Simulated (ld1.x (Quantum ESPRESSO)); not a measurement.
An all-electron radial function and its pseudo partner (Cd (Z = 48))

Columns: radius, all-electron u(r) and pseudo u(r) of the 5s shell (level -17.10 eV) of cadmium in the configuration [Ar] 3d10 4s2 4p6 4d10 5s0.5 5p0; PBE, scalar-relativistic, TM scheme, ld1.x (Quantum ESPRESSO) 7.5.

| r (bohr) | all-electron | pseudo |
| --- | --- | --- |
| 0.082 | -0.1422 | 0.0441 |
| 0.165 | 0.0431 | 0.0861 |
| 0.248 | 0.2110 | 0.1232 |
| 0.330 | 0.1621 | 0.1530 |
| 0.413 | -0.0008 | 0.1752 |
| 0.495 | -0.1666 | 0.1891 |
| 0.578 | -0.2836 | 0.1963 |
| 0.660 | -0.3346 | 0.1986 |
| 0.742 | -0.3271 | 0.1987 |
| 0.825 | -0.2739 | 0.1995 |
| 0.908 | -0.1905 | 0.2035 |
| 0.990 | -0.0914 | 0.2131 |
| 1.072 | 0.0141 | 0.2306 |
| 1.155 | 0.1203 | 0.2581 |
| 1.238 | 0.2211 | 0.2972 |
| 1.320 | 0.3125 | 0.3470 |
| 1.402 | 0.3943 | 0.4056 |
| 1.485 | 0.4665 | 0.4686 |
| 1.568 | 0.5281 | 0.5282 |
| 1.650 | 0.5790 | 0.5790 |
| 1.733 | 0.6208 | 0.6208 |
| 1.815 | 0.6534 | 0.6534 |
| 1.898 | 0.6783 | 0.6783 |
| 1.980 | 0.6957 | 0.6957 |
| 2.062 | 0.7067 | 0.7067 |
| 2.145 | 0.7121 | 0.7121 |

(1) How many radial nodes do the two functions have?

(2) At about which radius was the pseudo-wave matched?

(3) Is the pseudo-wave norm-conserving?

## Answers

(1) The all-electron 5s function has n − l − 1 = 4 (the table is too coarse to show those close to the nucleus); the pseudo-wave has 0, since the states of the same l below it are removed with the core.

(2) 1.65 bohr, where the columns begin to agree (steps of 0.08 bohr).

(3) Yes: the TM scheme keeps the norm inside the radius equal to the all-electron one, which fixes the energy derivative of the logarithmic derivative at the level.
